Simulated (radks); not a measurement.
Effect of the nuclear size on neutral tantalum, [Xe] 4f14 5d3 6s2. Method: Dirac Kohn-Sham, LDA (Slater exchange, Perdew-Wang correlation), spin-unpolarised, spherical densities, finite nucleus; open shells are shared between the two j in proportion to 2j + 1; Fermi nuclear charge, rms radius 5.3507 fm; computed with a radial shooting solver on a logarithmic mesh with Libxc functionals. The rms radius is varied about that value; shifts are against it.

rms radius (fm)  total energy shift (eV)  density at nucleus (e/bohr^3)  1s1/2 shift (meV)  2s1/2 shift (meV)  5p1/2 shift (meV)  6s1/2 shift (meV)  5d5/2 shift (meV)  6p1/2 (empty) shift (meV)
4.3769                             -17.9                      1.399e+06              -7250              -1010              0.600             -0.599              0.526                      0.202
4.9654                             -7.35                      1.341e+06              -2980               -417              0.247             -0.247              0.217                      0.083
5.3507                                 0                      1.307e+06              0.000              0.000              0.000              0.000              0.000                      0.000
5.5487                              3.92                      1.291e+06               1590                222             -0.131              0.131             -0.115                     -0.044
6.5225                              24.5                      1.223e+06               9970               1390             -0.822              0.823             -0.723                     -0.277

Slopes of the eigenvalues against <r^2> in GHz/fm^2, as finite differences over the two radii next to the reference (eigenvalue slopes, not the field-shift constants of lines): 1s1/2 180000, 2s1/2 25200, 5p1/2 -14.9, 6s1/2 14.9, 5d5/2 -13.1, 6p1/2 (empty) -5.02.
